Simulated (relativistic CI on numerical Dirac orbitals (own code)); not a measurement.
Co4+ in a cubic cluster: L2,3 absorption with charge transfer

Computed with a charge-transfer multiplet model of a cubic metal-ligand cluster with up to 2 ligand holes, Slater and spin-orbit integrals from Dirac-Coulomb-Breit ions, Slater integrals scaled by 0.7. The ground state mixes d5 with configurations of k ligand holes L, whose averages lie at kΔ + k(k − 1)U_dd/2; a core hole lowers each added d electron by U_cd. 300 K, Lorentzian 0.4 eV and Gaussian 0.3 eV FWHM.

Atomic integrals in eV (Slater integrals scaled, ζ unscaled), ground: F2dd 9.508, F4dd 5.971, zeta_d 0.080; with the core hole: F2dd 10.024, F4dd 6.297, zeta_d 0.102, zeta_core 9.658, F2cd 6.005, G1cd 4.623, G3cd 2.630.

Cluster parameters (eV): Δ = 1.1, U_dd = 6.1, U_cd = 7, 10Dq = 1.6, 10Dq(ligand) = 0.3, final-state hopping factor = 1.

| Case | n_d | d5 | d6L | d7L2 | S |
| --- | --- | --- | --- | --- | --- |
| V(eg) = 1.1 eV, V(t2g) = -0.47 eV | 5.15 | 0.85 | 0.14 | 0.00 | 2.50 |
| V(eg) = 1.4 eV, V(t2g) = -0.6 eV | 5.21 | 0.80 | 0.20 | 0.01 | 2.49 |
| V(eg) = 2.3 eV, V(t2g) = -0.99 eV | 5.37 | 0.65 | 0.32 | 0.03 | 2.48 |

Weights, n_d and S are thermal averages at 300 K. Photon energies count from the first peak over 30 % of the highest in each spectrum, which can be another peak from case to case. The parameters are a model scan and need not match a compound or its usual spin state. Peaks in eV (height, largest 100):
- V(eg) = 1.1 eV, V(t2g) = -0.47 eV: 0.0 (34), 1.9 (100), 4.7 (12), 5.7 (9), 15.4 (16), 17.2 (22), 18.5 (16)
- V(eg) = 1.4 eV, V(t2g) = -0.6 eV: 0.0 (36), 2.0 (100), 15.4 (17), 17.2 (23), 18.5 (15)
- V(eg) = 2.3 eV, V(t2g) = -0.99 eV: 0.0 (43), 0.8 (16), 2.2 (100), 6.0 (8), 15.4 (16), 16.7 (9), 17.6 (22), 18.8 (13)

Curve for V(eg) = 1.4 eV, V(t2g) = -0.6 eV (points under 2 left out, the grid thinned):

E (eV), Intensity and a bar:
```
     -1.5        2.2 
     -1.1        4.6 #
     -0.7       12.2 ###
     -0.4       20.7 ######
      0.0       36.5 ###########
      0.4       19.1 #####
      0.8       13.7 ####
      1.2       20.5 ######
      1.6       59.6 ##################
      1.9       98.9 ##############################
      2.3       72.3 ######################
      2.7       40.9 ############
      3.1       27.1 ########
      3.5       21.4 ######
      3.8       18.1 #####
      4.2       15.2 ####
      4.6       11.7 ###
      5.0       10.9 ###
      5.4       10.3 ###
      5.8        8.7 ##
      6.1        7.7 ##
      6.5        7.1 ##
      6.9        4.8 #
      7.3        3.8 #
      7.7        4.0 #
      8.0        3.3 
      8.4        2.4 
     14.4        2.1 
     14.8        6.2 #
     15.2       15.5 ####
     15.6       13.5 ####
     15.9        7.9 ##
     16.3        6.4 #
     16.7       10.0 ##
     17.1       21.5 ######
     17.5       20.2 ######
     17.8       15.4 ####
     18.2       13.9 ####
     18.6       15.0 ####
     19.0        9.2 ##
     19.4        6.6 #
     19.8        4.3 #
     20.1        3.5 
     20.5        2.8 
     20.9        2.0
```

For the case V(eg) = 1.4 eV, V(t2g) = -0.6 eV, Δ = 1.1 eV is smaller than U_dd = 6.1 eV, the charge-transfer side of the Zaanen-Sawatzky-Allen scheme. With the core hole the configuration with one ligand hole lies at Δ + U_dd − U_cd = 0.2 eV from the one without, against Δ in the ground state.
